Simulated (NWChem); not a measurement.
## Basis-set convergence for H3BOS2

```xyz
7

B     -0.0040    -0.3969     0.0000
O      0.0017    -1.7506     0.0000
H     -0.8655    -2.1641     0.0000
S     -1.4992     0.6531     0.0000
H     -2.4197    -0.3366     0.0000
S      1.6310     0.3981     0.0000
H      1.1825     1.6707     0.0000
```
Charge 0, spin multiplicity 1.

Program: NWChem. All single points use one geometry, from PBE0/def2-SVP, a minimum by its harmonic frequencies. It is one conformer; others weren't searched.

Quantity: vertical ionisation energy at the level ΔPBE0 (Δ: difference of total energies, the cation a doublet at the parent's geometry with its hole in an orbital of symmetry a" (Cs labels); it is the state that the SCF runs reached, from PBE0 orbitals for Hartree-Fock references, and need not be the lowest).

The Pople sets run with spherical d functions. The structure started from a generated list of species. No SCF solution was tested for a lower state.

The cost column gives rough processor time relative to 6-31G*; each entry includes its own SCF.

| basis | functions | vertical ionisation energy (eV) | relative cost |
|---|---|---|---|
| 6-31G* | 70 | (withheld) | 1 |
| def2-SVP | 79 | 9.49 | under 3 |
| cc-pVDZ | 79 | 9.48 | under 3 |
| def2-SVPD | 121 | (withheld) | under 3 |
| aug-cc-pVDZ | 127 | 9.56 | 5 |
| aug-pcseg-1 | 127 | 9.58 | under 3 |
| def2-TZVP | 154 | 9.53 | 3 |
| pcseg-2 | 170 | 9.57 | 4 |
| def2-TZVPP | 188 | 9.53 | 5 |

Problem. What belongs in the gaps?

Solution. 
- 6-31G*, vertical ionisation energy (eV): 9.51
- def2-SVPD, vertical ionisation energy (eV): 9.60
